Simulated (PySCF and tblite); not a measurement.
Values are calculated unless marked as measured or tabulated.
C10H10O2, numbered as in [cH:1]1[cH:2][o:3][c:4](-[c:7]2[o:8][cH:9][c:10]([CH3:11])[cH:12]2)[c:5]1[CH3:6]. Free energies: PBE0-D3(BJ)/pcSseg-1 on GFN2-xTB structures plus GFN2-xTB thermal terms, symmetry and mirror images included. Conformers within 2.5 kcal/mol (GFN2-xTB free energy) were kept, 7 at most. GIAO shieldings: PBE0/pcSseg-1. Shifts are against TMS (¹H), TMS (¹³C) at the same level. Run with PySCF (density fitting) and tblite.

Torsions listed: O3–C4–C7–O8.

```tsv
conformer	shape	point group	mirror pair	ΔE(DFT)	Δ(G−E) at 298.15 K	δ H12 (ppm)
1	180°	Cs	no	0.00	0.00	6.84
2	0°	Cs	no	1.11	0.39	6.44
```

Energies in kcal/mol; the thermal term leaves out symmetry numbers and mirror images.

(1) Work out the weights at 298.15 K and the ¹H shift of H12 under fast exchange.

## Answers

(1) RT = 0.592 kcal/mol. Each conformer gets RT ln(σ/g), with σ the rotational symmetry number and g = 2 for a mirror pair: 1: σ = 1, g = 1, G = 0.00 + 0.00 + 0.00 = 0.00, 0.00 above the lowest, exp(−ΔG/RT) = 1.000; 2: σ = 1, g = 1, G = 1.11 + 0.39 + 0.00 = 1.50, 1.50 above the lowest, exp(−ΔG/RT) = 0.079. The sum is 1.079, so the weights are 92.7, 7.3 %. The averaged shift is 6.81 ppm. At 298.15 K the leading conformer alone gives 6.84 ppm and bare DFT energies give 6.78 ppm.


Conformer gaps in pcSseg-1 on xTB geometries can be 2 kcal/mol off for S=O, P=O and other polar bonds.